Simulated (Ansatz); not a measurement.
Mulliken charges of Cl₂H₂Sn, SMILES `[Cl][SnH2][Cl]` from B3LYP/def2-TZVPP in Ansatz (PBE0-D4/def2-TZVP geometry).

| atom | x (Å) | y (Å) | z (Å) | charge (e) |
| --- | --- | --- | --- | --- |
| Cl1 | -1.795 | -0.326 | 1.206 | -0.362 |
| Sn2 | 0.192 | -0.103 | 0.039 | 0.907 |
| Cl3 | -0.250 | 1.296 | -1.754 | -0.362 |
| H4 | 0.602 | -1.626 | -0.582 | -0.091 |
| H5 | 1.301 | 0.686 | 1.049 | -0.091 |

By hand: the dipole of these point charges (1 e Å = 4.8032 D).

Σ q r = (0.741, -0.359, 0.191) e Å, of length 0.845 e Å = 4.06 D.

How does the dipole of the full density compare? (Estimate.)

Computed: (0.469, -0.227, 0.121) e Å, 2.57 D; the point charges give 1.58 times that, at 0° from its direction.

Point charges leave out the atoms' own dipoles, such as those of lone pairs, and Mulliken's split depends on the basis, so the two needn't agree.

B3LYP here is the variant with VWN-RPA as its local correlation; programs differ in this.
